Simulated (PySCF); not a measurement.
A PySCF script (with the pyscf-properties extension) for the NMR shieldings of `COC(=O)C[SiH2]CCO`, C$_{5}$H$_{12}$O$_{3}$Si, on a GFN2-xTB geometry:

```python
import basis_set_exchange as bse
import numpy as np
from pyscf import gto, dft
from pyscf.prop import nmr

atoms = """
C    -3.865264    0.267478    0.557133
O    -2.646650    0.619267   -0.081991
C    -2.009707   -0.366994   -0.741622
O    -2.436159   -1.490158   -0.818116
C    -0.710978    0.105769   -1.280118
Si    0.547129   -0.067375    0.148028
C     2.272187    0.338930   -0.545733
C     3.347948    0.410185    0.537577
O     3.547267   -0.808412    1.208091
H    -4.469218   -0.363028   -0.098136
H    -4.379995    1.199732    0.776054
H    -3.659559   -0.277736    1.480808
H    -0.792953    1.144155   -1.589194
H    -0.424080   -0.512420   -2.126565
H     0.487696   -1.435159    0.680789
H     0.195862    0.880504    1.216208
H     2.258779    1.296180   -1.068557
H     2.572421   -0.415924   -1.274598
H     4.318245    0.645826    0.091664
H     3.097732    1.205070    1.254244
H     2.740377   -1.049543    1.673561
"""
names = dict.fromkeys(["C", "O", "Si", "H"], "pcSseg-1")
basis = {el: gto.basis.parse(bse.get_basis(n, elements=[el], fmt="nwchem")) for el, n in names.items()}
mol = gto.M(atom=atoms, basis=basis, charge=0, verbose=0)
mf = dft.RKS(mol, xc="PBE0")
mf.grids.level = 2
mf.grids.alignment = dft.numint.BLKSIZE   # the property module wants whole blocks of grid points
mf.conv_tol = 1e-9
mf.kernel()

calc = nmr.RKS(mf)   # GIAO
C = mf.mo_coeff
Co = C[:, mf.mo_occ > 0]
resp = mf.gen_response(singlet=True, hermi=2)
def vind(x):   # induced exchange potential for any number of trial vectors
    d = np.einsum("pi,xij,qj->xpq", C, 2 * x.reshape(-1, C.shape[1], Co.shape[1]), Co, optimize=True)
    return np.einsum("xpq,pi,qj->xij", resp(d - d.transpose(0, 2, 1)), C, Co, optimize=True).ravel()
mo1, _ = nmr.rhf.solve_mo1(calc, with_cphf=vind)
sigma = calc.kernel(mo1)
for i, s in enumerate(sigma):   # ppm
    w = np.linalg.eigvalsh((s + s.T) / 2)
    print("%2d %-2s iso %8.1f  s11 %8.1f  s22 %8.1f  s33 %8.1f" % (i, mol.atom_pure_symbol(i), w.mean(), *w))
```

Q: What are the results?

A: 
```
 0 C  iso    133.7  s11    101.8  s22    119.7  s33    179.6
 1 O  iso    146.9  s11    -34.5  s22    224.6  s33    250.6
 2 C  iso      7.9  s11    -93.7  s22     44.8  s33     72.7
 3 O  iso   -100.6  s11   -378.3  s22   -224.8  s33    301.4
 4 C  iso    163.7  s11    143.4  s22    150.7  s33    196.9
 5 Si iso    382.2  s11    348.2  s22    370.5  s33    427.9
 6 C  iso    165.1  s11    145.9  s22    161.3  s33    188.1
 7 C  iso    121.8  s11     93.1  s22    114.1  s33    158.4
 8 O  iso    284.5  s11    255.9  s22    276.8  s33    320.8
 9 H  iso     27.3  s11     23.7  s22     25.5  s33     32.7
10 H  iso     28.1  s11     24.2  s22     26.4  s33     33.7
11 H  iso     28.2  s11     23.7  s22     26.5  s33     34.4
12 H  iso     29.5  s11     25.8  s22     29.5  s33     33.3
13 H  iso     29.8  s11     25.7  s22     29.0  s33     34.8
14 H  iso     27.3  s11     23.1  s22     28.0  s33     30.7
15 H  iso     27.4  s11     23.5  s22     27.5  s33     31.3
16 H  iso     30.9  s11     26.0  s22     30.1  s33     36.6
17 H  iso     30.2  s11     26.1  s22     29.5  s33     35.0
18 H  iso     27.5  s11     22.3  s22     27.4  s33     32.8
19 H  iso     27.8  s11     23.2  s22     27.8  s33     32.3
20 H  iso     31.7  s11     22.3  s22     31.3  s33     41.4
```

These numbers come from an equivalent density-fitted implementation of the same equations, which agrees with the script to about 0.01 ppm for H and up to a few tenths of a ppm for heavy atoms, so last digits may differ.

Q: Turn these shieldings into chemical shifts. References, each an isolated molecule treated in the same way: TMS for 13C (σref 186.93), 29Si (σref 349.16), 1H (σref 31.72); 17O (σref 336.08) vs H2O.

A: Averaging equivalent atoms: C 2: 179.0; C 7: 65.1; C 0: 53.2; C 4: 23.3; C 6: 21.8; O 3: 436.6; O 1: 189.2; O 8: 51.6; Si 5: -33.0; H 14/15: 4.36; H 18/19: 4.08; H 9/10/11: 3.84; H 12/13: 2.03; H 16/17: 1.18; H 20: 0.04 ppm. Unscaled 17O shifts of doubly bonded oxygen tend to come out too high, by tens of ppm or more. Experimental scales use liquid or dissolved standards, which lie at an offset from isolated H2O (liquid H2O: subtract about 36 ppm).

Size and cost of the density-fitted run: 220 basis functions, 37 s wall time on 1 thread of an Intel Xeon 6975P-C, shared host; peak memory 0.9 GiB.
